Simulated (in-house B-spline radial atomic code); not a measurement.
A fraction x of an electron is removed from 3p in Ar III (Ar2+), starting from [Ne] 3s2 3p4 and keeping the highest spin. Computed with a radial B-spline atomic code at the basis-set limit: non-relativistic PBE0, spin-polarised, spherical fractional occupations, point nucleus.

Caution: exact exchange at fractional occupations of open shells leaves self-interaction of up to several eV.

```tsv
x	E(x) - E(0) (eV)	3p down level (eV)
0	0.0000	-33.414
0.08	2.7103	-34.343
0.14	4.7918	-35.042
0.26	9.0810	-36.446
0.44	15.8318	-38.566
0.5	18.1671	-39.276
0.55	20.1457	-39.869
0.75	28.3573	-42.249
0.85	32.6419	-43.444
0.9	34.8291	-44.043
1	39.2932	-
```

The exact functional would give a straight line between the two integer points. Deviations E(x) - E(0) - x[E(1) - E(0)], in eV: -0.433 at x = 0.08, -0.709 at x = 0.14, -1.135 at x = 0.26, -1.457 at x = 0.44, -1.479 at x = 0.5, -1.466 at x = 0.55, -1.113 at x = 0.75, -0.757 at x = 0.85, -0.535 at x = 0.9.

The curve lies below the straight line by up to 1.479 eV (at x = 0.5): convex, the delocalisation error, to which spherically averaged exact exchange adds.

Question: How well does Slater's transition state (minus the level at half occupation) give the ionisation energy?

Answer: It gives 39.276 eV against 39.293 eV from the two total energies; NIST lists 40.73 eV, ground level to ground level. The end point has an open shell averaged over its orbitals, so its exact exchange keeps a self-interaction and this is no true integer point.
